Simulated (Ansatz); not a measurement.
Abridged output of a molecular run in Ansatz:

```
Functional definition: HF
1288 factors; integrals over basis functions are off by at most 7.4e-4 eV
mean field evaluation 1: about -22413.6401 eV, gradient 3.8e1 eV
mean field evaluation 2: about -22413.6466 eV, gradient 3.8e1 eV
mean field evaluation 4: about -22419.1549 eV, gradient 2.7e0 eV
mean field evaluation 8: about -22419.2805 eV, gradient 2.0e-1 eV
mean field evaluation 16: about -22419.2781 eV, gradient 4.4e-1 eV
mean field -22419.28163382 eV, -823.8934037079 hartree, gradient 7.8e-6 eV, S^2 0.762677; 2 other end points of the search recorded, 0 dependent functions left out
11 core orbitals not correlated: weight in the atoms' cores, before any rotation towards them, 1.000 or more for the frozen orbitals, at most 0.000 for the correlated occupied ones
reference -22419.28163382 eV, -823.8934037079 hartree; 18, 17 occupied and 153, 154 virtual orbitals, 1288 factors
second order -26.53049332 eV of doubles, -0.00000000 eV of singles
cycle   1  -26.02929414 eV  change    5.0e-1 eV  update   1.3e-1
cycle   2  -26.63796593 eV  change   -6.1e-1 eV  update   4.1e-2
cycle   3  -26.80265347 eV  change   -1.6e-1 eV  update   2.6e-2
cycle   4  -26.79761535 eV  change    5.0e-3 eV  update   9.7e-3
cycle   5  -26.78988350 eV  change    7.7e-3 eV  update   5.4e-3
cycle   6  -26.79286168 eV  change   -3.0e-3 eV  update   2.3e-3
cycle   7  -26.79354389 eV  change   -6.8e-4 eV  update   1.2e-3
cycle   8  -26.79348850 eV  change    5.5e-5 eV  update   4.3e-4
cycle   9  -26.79362712 eV  change   -1.4e-4 eV  update   2.4e-4
cycle  10  -26.79353061 eV  change    9.7e-5 eV  update   9.8e-5
cycle  11  -26.79352408 eV  change    6.5e-6 eV  update   5.5e-5
cycle  12  -26.79358240 eV  change   -5.8e-5 eV  update   2.5e-5
cycle  13  -26.79358424 eV  change   -1.8e-6 eV  update   1.4e-5
perturbative correction -0.99724537 eV, -0.0366480912 hartree
Total energy: -22447.07246343 eV, -824.9146978587 hartree
Checks for a lower state left out: cluster_reference
```

Its atoms:

```xyz
6

O     1.441   -0.112    0.361
Sn   -0.227   -0.459   -0.625
O    -1.559   -0.448    0.814
Cl   -0.674    1.361   -2.041
H     2.155    0.238   -0.181
H    -1.136   -0.580    1.671
```

Question: Which basis set was used?
A. def2-SVPD
B. cc-pV(D+d)Z
C. def2-TZVPP
D. def2-TZVPPD

Answer: C. It gives 182 functions.

Question: Write the keys of the input that set method, charge and spin (a neutral closed shell needs none for the last two).

Answer: 
```yaml
magnetization: {spin_polarized: true, initial_magnetization: 1}
correlation: {method: ccsd_t}
scf: {omitted_lower_state_checks: [cluster_reference]}
```
